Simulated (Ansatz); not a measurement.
Consider the redistribution: `BCl` + `CN([SiH3])[SiH2]F` → `BN(C)[SiH2]F` + `[SiH3]Cl`.

Program: Ansatz. Geometries: PBE0-D4/def2-TZVP. ΔE: electronic, gas phase. CCSD(T)/CBS is the MP2 limit (def2-TZVPP, def2-QZVPP) plus CCSD(T) − MP2 in def2-TZVPP, frozen cores. This one scheme is used for every species. DFT in def2-TZVPP. One conformer a species, not always the lowest.

```tsv
level	ΔE (kJ/mol)
ωB97M-V	-84.6
HF/def2-QZVPP	-83.8
```

Task: What does CCSD(T)/CBS give? (An estimate is asked.)

Result: Ansatz gave: -83.4 kJ/mol. The listed levels differ from it by -1.2, -0.4 kJ/mol.

Largest T1 diagnostic among the species: 0.012.

The D4 term adds +4.1 kJ/mol with B3LYP and +2.4 kJ/mol with PBE0; it sums over pairs of atoms, weighted by their polarisabilities, and B3LYP, whose exchange is more repulsive, gets the larger term.

B3LYP here is the variant with VWN-RPA as its local correlation; programs differ in this.
